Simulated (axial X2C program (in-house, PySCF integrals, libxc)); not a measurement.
SrP: from the spin-free to the two-component result

Calculated with an in-house all-electron X2C program for linear molecules (integrals from PySCF). Spin-free means the one-electron spin-free X2C Hamiltonian; two-component (2c) means X2C with spin–orbit coupling and atomic mean-field two-electron Coulomb and Gaunt terms, so the difference of the two also holds small scalar two-electron terms. Basis: Sr dyall-cv3z [13s12p8d5f1g], P dyall-v3z [8s7p2d1f] (cores contracted in-house); Gaussian nuclei, density fitting, unrestricted open shells. Masses: Sr 87.906 u, P 30.974 u.

Spin-free state: M_S = 1/2, Λ = 1 (beyond evenly filled blocks: π+α, π+β, π-α); fragments Sr + P.

| level | Re (Å) | ωe (cm⁻¹) | De (eV) | μ (D) |
| --- | --- | --- | --- | --- |
| PBE0 | 2.641 | 296.2 | 1.275 | -7.73 |
| HF | 2.830 | 247.8 | 0.217 | -4.62 |
| CCSD | 2.735 | 268.0 | 0.675 | n/a |
| CCSD(T) | 2.720 | 272.3 | 0.748 | n/a |
| TPSSh | 2.633 | 310.3 | 1.435 | -8.29 |

Correlated methods: 15 electrons correlated (number of frozen shells: Sr 3 s, 2 p, 1 d; P 2 s, 1 p), 233 virtual spin orbitals or spinors in MP2, 140 natural virtuals in coupled cluster.

Dipoles are positive if P is the positive end.

Question: Within this multiplet, which Ω should lie lowest by the rule for regular and inverted multiplets?

Answer: The open π shell holds three electrons, one hole, so the multiplet is inverted: Ω = Λ + 1/2 = 3/2. The PBE0 2c search agrees, though Ω = 1/2 of the search lies only 0.03 eV higher.

Two-component determinant lowest at the distance of the search:

Ω = 3/2 (⟨Sz⟩ = 0.50, ⟨Lz⟩ = 1.00 at HF); fragments Sr + P.

```csv
level,Re (Å),ωe (cm⁻¹),De (eV),μ (D)
PBE0,2.641,296.4,1.290,-7.73
HF,2.830,247.8,0.230,-4.62
CCSD,2.734,268.1,0.688,n/a
CCSD(T),2.720,272.4,0.762,n/a
TPSSh,2.632,310.5,1.451,-8.29
```

Question: From the two tables, how do the constants change at the CCSD(T) level (2c against spin-free)?

Answer: At the CCSD(T) level Re is unchanged within 0.001 Å and ωe doesn't move by more than 0.2 cm⁻¹; De changes by 0.014 eV.

De is counted from the lowest determinant-based energies of the atoms at the same level, without counterpoise correction. Density functionals use the spin component along the axis (collinear). CCSD and (T) use frozen natural virtuals with an MP2 correction for the truncation; (T) itself is uncorrected, so its De runs slightly low. The functionals have no current-density term, which raises determinants with orbital currents, atoms included. The state is one determinant with fixed occupations, lowest in a PBE0 search at one distance only: followed along the bond, the spin-free determinant M_S = 3/2, Λ = 0 reaches 0.04 eV lower at PBE0, at Re = 2.910 Å, so the state shown is not the lowest. The determinant is spin-polarised beyond a pure state at some levels (its spin-free form has ⟨S²⟩ too high), which makes Re and μ there less reliable. The T1 diagnostic is large, a sign of multireference character. The stretched end of a curve changes character and is left out.
